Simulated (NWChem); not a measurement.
Species: C2H6Sb cation; SMILES [CH3][Sb+][CH3]

def2 effective core potentials on Sb; no spin-orbit coupling.

Give the equilibrium geometry at PBE-D3(BJ)/def2-SVP with def2 effective core potentials on Sb (NWChem) as a list of bonds and angles, with the point group.

point group C2; any orientation.
Bonded distances (Å): Sb1–C2 2.139, Sb1–C6 2.139, C2–H3 1.118, C2–H4 1.107, C2–H5 1.109, C6–H7 1.109, C6–H8 1.118, C6–H9 1.107. Bond angles (°): C2–Sb1–C6 95.8, Sb1–C2–H3 105.3, Sb1–C2–H4 111.5, Sb1–C2–H5 111.8, H3–C2–H4 108.1, H3–C2–H5 107.5, H4–C2–H5 112.3, Sb1–C6–H7 111.8, Sb1–C6–H8 105.3, Sb1–C6–H9 111.5, H7–C6–H8 107.5, H7–C6–H9 112.3, H8–C6–H9 108.1.
